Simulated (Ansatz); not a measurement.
`[SiH3]S[CH2][GeH3]` + H₂O → `OCS[SiH3]` + GeH₄ at 700 K and 1 bar (formal hydrolysis of a C–Ge bond).

Gas-phase electronic energies from Ansatz, PBE0-D4/def2-TZVP geometries. CBS: MP2 limit from def2 TZ/QZ plus the TZ coupled-cluster correction, frozen cores. This one scheme is used for every species. For Ge outer-core shells are correlated without core-valence functions, which leaves a few kJ/mol of doubt a bond. Scalar relativity is left out up to krypton. One conformer a species, not always the lowest.

```
             species  CCSD(T)/CBS energy (Eh)  H − E (kJ/mol)  S (J/(mol·K))
`[SiH3]S[CH2][GeH3]`              -2805.83640           293.3          519.1
                 H₂O                -76.37941            80.5          218.4
         `OCS[SiH3]`               -803.69249           254.8          449.6
                GeH₄              -2078.49493           112.9          267.3
```

H − E and S are ideal-gas, rigid-rotor, harmonic terms from PBE0-D4/def2-TZVP, for one conformer and one mirror image of each species. 1 Eh = 2625.50 kJ/mol, R = 8.31446 J/(mol·K).

Problem. By hand: ΔE, ΔH, ΔS and ΔG.

Solution. ΔE = (-803.69249) + (-2078.49493) − (-2805.83640) − (-76.37941) = 0.02839 Eh = 74.5 kJ/mol. Δ(H − E) = 254.8 + 112.9 − 293.3 − 80.5 = -6.1, so ΔH = 68.4 kJ/mol. ΔS = 449.6 + 267.3 − 519.1 − 218.4 = -20.6 J/(mol·K). ΔG = 68.4 − 700 × (-20.6)/1000 = 82.8 kJ/mol.

Problem. By hand: the equilibrium constant, and the temperature at which ΔG would vanish if ΔH and ΔS stayed fixed.

Solution. log₁₀ K = −ΔG/(RT ln 10) = -6.2. ΔH and −TΔS have one sign here, so there is no such temperature.

ΔH outweighs TΔS. A doubt of 5 kJ/mol in ΔE shifts log₁₀ K by 0.4 here. Other conformers and mirror images would add mixing entropy, several J/(mol·K) or more a flexible species. Modes under 60 cm⁻¹, often nearly free rotors, make the harmonic entropy too high. These are equilibria of isolated gas molecules and say nothing of rates. Largest T1 diagnostic: 0.012 (customary marks: 0.02 for closed shells, 0.045 for open ones).
